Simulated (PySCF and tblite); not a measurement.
Results of a calculation; reference values are marked as such.
System: C5H8BFSe, numbered as in [CH2:1]=[CH:2][BH:3][C@@H:4]1[CH2:5][C@@H:6]([F:7])[Se:8]1.

Level: CAM-B3LYP/pcSseg-1 + D3(BJ) on GFN2-xTB stationary points, with GFN2-xTB thermal terms. Rate constants are transition-state-theory values, counting equivalent paths, without tunnelling. (PySCF 2.14 with density fitting, tblite 0.8.)

Spin–orbit effects of heavy atoms on shieldings are missing.

(1) How high is the barrier to the rotation about the B3–C2 bond (torsion C4–B3–C2–C1 from -32° to 172°, rising), through which structure does it pass, and what rate follows at 298 K?

Answers

(1) The electronic barrier is 2.2 kcal/mol and ΔG‡(298 K) 2.3 kcal/mol, over a C1 saddle with an imaginary mode of 93i cm⁻¹ (GFN2-xTB). With 1 equivalent path, k is 1.2×10¹¹ s⁻¹, a mean lifetime of the start of 8.2 ps against this motion. The end lies 2.4 kcal/mol below the start in free energy.
